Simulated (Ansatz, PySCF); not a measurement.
Gas-phase reaction in SMILES: C=[N] (CH2N) → C=[N-] (an electron is taken up)

Wanted: adiabatic electron affinity (0 K, with zero-point energies), in eV. Positive where the reaction releases energy. Conventions: no spin-orbit coupling; no dispersion term unless named; non-relativistic; six Cartesian d functions in 6-31G* and its kin unless marked 5d; 6-311+G** with 5d; UHF or UKS for open shells. First-principles rows: single points at B3LYP-D3(BJ) geometries (Ansatz, a first-principles code), with unscaled harmonic terms from B3LYP/6-31G* at its own minima. Sets without +, aug- or the D of def2-TZVPD hold no diffuse functions, which anions need.

```csv
level,program,"adiabatic electron affinity (0 K, with zero-point energies) (eV)"
PBE/STO-3G,Ansatz,-4.06
BLYP/6-31G*,Ansatz,-0.39
BP86/def2-SVP,PySCF,0.06
B3LYP/def2-SVP,Ansatz,-0.09
PBE0/6-31G*,Ansatz,-0.32
PBE0/6-311+G**,Ansatz,0.40
PBE0/def2-TZVPD,Ansatz,0.34
wB97M-V/def2-TZVPD,Ansatz,0.43
```

No value to compare with is used here. The 6 habitual levels span -4.06 (PBE/STO-3G) to 0.40 eV (PBE0/6-311+G**); wB97M-V/def2-TZVPD gives 0.43.

The levels are drawn from those run, B3LYP/6-31G* more often than the rest, none by its result; runs whose electronic state is in doubt are left out.
